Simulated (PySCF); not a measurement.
C₄H₇O₂, SMILES [CH2]C(=O)OCC, doublet, B3LYP/def2-SVP optimised geometry.

```
13

C      2.28     0.96    -0.65
C      0.84     1.07    -0.74
O      0.25     1.91    -1.39
O      0.22     0.11     0.00
C     -1.22     0.11     0.00
C     -1.79    -0.65    -1.19
H      2.76     0.18    -0.06
H      2.88     1.68    -1.21
H     -1.58     1.15     0.00
H     -1.50    -0.36     0.95
H     -1.53    -0.15    -2.13
H     -1.40    -1.68    -1.21
H     -2.88    -0.70    -1.11
```

Density from unrestricted B3LYP/def2-TZVP in PySCF at that geometry.

Minimum of the electron density along straight lines between bonded atoms, close to the bond critical point (lines longer than 1.1 times the sum of covalent radii, or with two minima, are not listed):

```json
[
 {"bond": "C1–C2", "length / Å": "1.452", "ρ at the minimum / e bohr⁻³": "0.292", "∇²ρ there / e bohr⁻⁵": "-0.84", "position (fraction from the first atom)": "0.49"},
 {"bond": "C2–O3", "length / Å": "1.218", "ρ at the minimum / e bohr⁻³": "(withheld)", "∇²ρ there / e bohr⁻⁵": "(withheld)", "position (fraction from the first atom)": "0.34"},
 {"bond": "C2–O4", "length / Å": "1.356", "ρ at the minimum / e bohr⁻³": "0.304", "∇²ρ there / e bohr⁻⁵": "-0.74", "position (fraction from the first atom)": "0.35"},
 {"bond": "O4–C5", "length / Å": "1.436", "ρ at the minimum / e bohr⁻³": "0.243", "∇²ρ there / e bohr⁻⁵": "(withheld)", "position (fraction from the first atom)": "0.64"},
 {"bond": "C5–C6", "length / Å": "1.521", "ρ at the minimum / e bohr⁻³": "0.253", "∇²ρ there / e bohr⁻⁵": "-0.65", "position (fraction from the first atom)": "0.51"},
 {"bond": "C1–H7", "length / Å": "1.091", "ρ at the minimum / e bohr⁻³": "0.282", "∇²ρ there / e bohr⁻⁵": "-1.00", "position (fraction from the first atom)": "0.65"},
 {"bond": "C1–H8", "length / Å": "1.090", "ρ at the minimum / e bohr⁻³": "0.283", "∇²ρ there / e bohr⁻⁵": "-1.01", "position (fraction from the first atom)": "0.65"},
 {"bond": "C5–H9", "length / Å": "1.101", "ρ at the minimum / e bohr⁻³": "0.284", "∇²ρ there / e bohr⁻⁵": "-1.00", "position (fraction from the first atom)": "0.65"},
 {"bond": "C5–H10", "length / Å": "1.100", "ρ at the minimum / e bohr⁻³": "0.284", "∇²ρ there / e bohr⁻⁵": "-1.00", "position (fraction from the first atom)": "0.65"},
 {"bond": "C6–H11", "length / Å": "1.100", "ρ at the minimum / e bohr⁻³": "0.275", "∇²ρ there / e bohr⁻⁵": "-0.93", "position (fraction from the first atom)": "0.64"},
 {"bond": "C6–H12", "length / Å": "1.101", "ρ at the minimum / e bohr⁻³": "0.273", "∇²ρ there / e bohr⁻⁵": "-0.92", "position (fraction from the first atom)": "0.64"},
 {"bond": "C6–H13", "length / Å": "1.102", "ρ at the minimum / e bohr⁻³": "0.271", "∇²ρ there / e bohr⁻⁵": "-0.91", "position (fraction from the first atom)": "0.64"}
]
```

### Question
Fill in the missing entries.

### Answer

- C2–O3, ρ at the minimum / e bohr⁻³: 0.422
- C2–O3, ∇²ρ there / e bohr⁻⁵: -0.39
- O4–C5, ∇²ρ there / e bohr⁻⁵: -0.48
